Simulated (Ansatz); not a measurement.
Consider the redistribution: `[F][In]([F])[F]` + `[NH2][Y]([OH])[F]` → `[OH][In]([F])[F]` + `[NH2][Y]([F])[F]`.

Program: Ansatz. Geometries: PBE0-D4/def2-TZVP. ΔE: electronic, gas phase. CCSD(T)/CBS adds triple-zeta CCSD(T) − MP2 to the extrapolated MP2 energy (def2 sets, frozen cores). DFT in def2-TZVPP. B3LYP here is the variant with VWN-RPA as its local correlation; programs differ in this. Elements past krypton have def2 core potentials. For In, Y outer-core shells are correlated without core-valence functions, which leaves a few kJ/mol of doubt a bond. Each species was taken in one conformer, which may not be the lowest.

CCSD(T)/CBS gives -39.5 kJ/mol.

Q: Another level gave -40.2 kJ/mol. Which?
A. HF/def2-TZVPP
B. LDA (SPW92)/def2-TZVPP
C. B3LYP-D4/def2-TZVPP
D. RPA@PBE/def2-TZVPP

A: C. B3LYP-D4 -40.2, LDA (SPW92) -44.8, HF/def2-TZVPP -30.2, RPA@PBE/def2-TZVPP -36.1 kJ/mol.

Largest T1 diagnostic among the species: 0.018.

From BLYP to BHLYP (50 % exact exchange), in def2-TZVPP and without D4, ΔE moves by +5.2 kJ/mol. Leaving LDA and LC-ωPBE aside and taking each functional with its dispersion term where it has one, the values, not all of them listed here, spread over 7.4 kJ/mol, from revPBE-D4 to BHLYP-D4. At CCSD(T), def2-SVP lies +7.3 kJ/mol from the extrapolated value and def2-TZVPP +2.8 kJ/mol.
